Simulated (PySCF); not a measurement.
Si(H)(F)2(NHSiH3) (F2H5NSi2), SMILES [SiH3]N[SiH](F)F. The structure is a stationary point at PBE0-D3(BJ)/def2-SVP. The values are those of a single conformer.

Computed equilibrium geometry at PBE0-D3(BJ)/def2-SVP (PySCF confirms it by a frequency run) as a Z-matrix, and its point group (one conformer of several):
point group Cs.
```
N
H 1 1.0187
Si 1 1.7043 2 115.64
F 3 1.6143 1 111.01 2 57.50
F 3 1.6143 4 103.87 1 119.37
Si 1 1.7505 2 115.71 3 180.00
H 3 1.4729 4 109.93 5 117.58
H 6 1.4907 1 106.82 2 180.00
H 6 1.4937 8 109.67 1 -120.74
H 6 1.4937 8 109.67 9 -118.52
```
